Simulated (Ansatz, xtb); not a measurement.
# C3H8BF: which of two isomers lies lower

We compare a, `BCCCF`, a singlet, with b, `BC(C)(C)F`, a singlet. Both are isolated molecules in the gas phase, relaxed with r2SCAN-D4/def2-SVP; the shapes shown needn't be the lowest conformers.

a (Å):

| atom | x (Å) | y (Å) | z (Å) |
| --- | --- | --- | --- |
| C | -1.4794 | -1.5736 | 0.8118 |
| C | -0.2347 | -2.1940 | 0.1784 |
| C | 0.9028 | -1.2080 | 0.0286 |
| B | -2.6074 | -2.4920 | 1.3459 |
| F | 1.2409 | -0.6946 | 1.2731 |
| H | -2.3919 | -3.6557 | 1.6071 |
| H | -3.7002 | -2.0355 | 1.5939 |
| H | -1.8546 | -0.7140 | 0.2266 |
| H | -1.1727 | -1.1068 | 1.7822 |
| H | 0.1105 | -3.0482 | 0.7868 |
| H | -0.4707 | -2.6012 | -0.8212 |
| H | 1.8011 | -1.6860 | -0.4009 |
| H | 0.6123 | -0.3594 | -0.6188 |

b (Å):

```xyz
13

C    -0.1967    1.5805    1.8469
C     0.4510    0.2458    1.4652
C     0.1159    2.6710    0.8251
B    -1.7356    1.3515    2.0325
F     0.4036    1.9828    3.0625
H    -2.2527    1.4321    3.1184
H    -2.3951    1.0582    1.0631
H     0.0960   -0.1089    0.4863
H     1.5442    0.3829    1.4184
H     0.2435   -0.5309    2.2185
H    -0.3170    3.6359    1.1322
H    -0.2789    2.4119   -0.1686
H     1.2085    2.7991    0.7514
```

Quicker runs give these differences E(b) − E(a): GFN2-xTB −0.013 eV; HF/STO-3G −0.010 eV (at GFN2-xTB geometries); r2SCAN-D4/def2-SVP//GFN2-xTB −0.094 eV.

Estimate E(b) − E(a) at the level CCSD(T)/def2-SVP + ΔMP2/def2-TZVPP.

Too close to call at this level: CCSD(T)/def2-SVP + ΔMP2/def2-TZVPP gives E(b) − E(a) = −0.083 eV.

How the difference moves with the method:

| level | geometry | E(b) − E(a) (eV) | departure from the last row (eV) | job, with rough time for the two |
| --- | --- | --- | --- | --- |
| GFN2-xTB | GFN2-xTB | −0.013 | +0.070 | optimisation, 0.13 s |
| HF/STO-3G | GFN2-xTB | −0.010 | +0.074 | single point, 0.28 s |
| r2SCAN-D4/def2-SVP//GFN2-xTB | GFN2-xTB | −0.094 | −0.010 | single point, 4.1 s |
| r2SCAN-D4/def2-SVP | r2SCAN-D4/def2-SVP | −0.069 | +0.014 | optimisation, 48 s |
| HF/def2-SVP | r2SCAN-D4/def2-SVP | −0.006 | +0.078 | part of the CCSD(T) run |
| MP2/def2-SVP | r2SCAN-D4/def2-SVP | −0.055 | +0.028 | part of the CCSD(T) run |
| CCSD(T)/def2-SVP | r2SCAN-D4/def2-SVP | −0.059 | +0.025 | single point |
| CCSD(T)/def2-SVP + ΔMP2/def2-TZVPP | r2SCAN-D4/def2-SVP | −0.083 |  | single point, 40 s |

As drawn, both hold the same kinds of bond in the same numbers. Structure a has 0 methyl groups, b 2.

GFN2-xTB, HF/STO-3G, HF/def2-SVP find them nearly level. The largest departure from CCSD(T)/def2-SVP + ΔMP2/def2-TZVPP is that of HF/def2-SVP, 0.078 eV. The last row adds to CCSD(T) the change of the MP2 difference between the two basis sets, here −0.025 eV.

With harmonic frequencies from r2SCAN-D4/def2-SVP (ideal gas, rigid rotor, one conformer each, 298.15 K, 1 atm): on the last row, ΔE + ΔZPE = −0.125 eV. A mode under 50 cm⁻¹ makes harmonic enthalpies and free energies unreliable, so none is given.

The correlated steps freeze 5 core orbitals. Run with Ansatz 0.2.0, xtb 6.7.1; the last row on 2 threads of Arm Neoverse V2 on a shared host.
